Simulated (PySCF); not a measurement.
Te(Et)(NH2) (C₂H₇NTe), SMILES CC[Te]N.

Geometry optimised at PBE-D3(BJ)/def2-SVP. The structure was generated by enumeration, and PubChem lists no compound with its InChIKey, so it may never have been made. The def2 effective core potentials stand for the cores of Te; spin–orbit coupling is left out. The values are those of a single conformer.

Method: PBE-D3(BJ)/def2-SVP run with PySCF 2.14.0.

Frequencies are harmonic and unscaled.

Computed vibrational spectrum:
| mode | ν (cm⁻¹) | IR (km/mol) | moving atoms (share of kinetic energy) |
|---|---|---|---|
| 1 | 63 | 0.5 | H 42 %, C 33 %, N 21 % |
| 2 | 158 | 3.6 | N 43 %, H 32 %, C 20 % |
| 3 | 240 | 2.2 | H 79 %, C 18 % |
| 4 | 261 | 2.9 | C 46 %, H 38 %, Te 13 % |
| 5 | 337 | 39.1 | H 91 % |
| 6 | 463 | 26.5 | C 63 %, H 22 %, Te 9 % |
| 7 | 500 | 58.2 | N 76 %, H 11 % |
| 8 | 684 | 19.3 | H 85 %, C 12 % |
| 9 | 738 | 62.6 | H 80 %, N 13 % |
| 10 | 916 | 3.2 | H 93 % |
| 11 | 916 | 6.5 | H 89 %, C 10 % |
| 12 | 942 | 3.2 | H 82 %, C 18 % |
| 13 | 1037 | 1.5 | C 74 %, H 26 % |
| 14 | 1154 | 35.1 | H 72 %, C 28 % |
| 15 | 1198 | 3.6 | H 76 %, C 24 % |
| 16 | 1334 | 3.4 | H 80 %, C 20 % |
| 17 | 1392 | 1.9 | H 89 %, C 11 % |
| 18 | 1410 | 8.7 | H 97 % |
| 19 | 1424 | 2.3 | H 97 % |
| 20 | 1486 | 21.6 | H 92 % |
| 21 | 2957 | 32.3 | H 97 % |
| 22 | 2995 | 9.3 | H 95 % |
| 23 | 3034 | 16.6 | H 91 %, C 9 % |
| 24 | 3052 | 1.2 | H 91 %, C 9 % |
| 25 | 3070 | 15.3 | H 90 %, C 10 % |
| 26 | 3399 | 4.8 | H 96 % |
| 27 | 3508 | 11.6 | H 91 %, N 9 % |
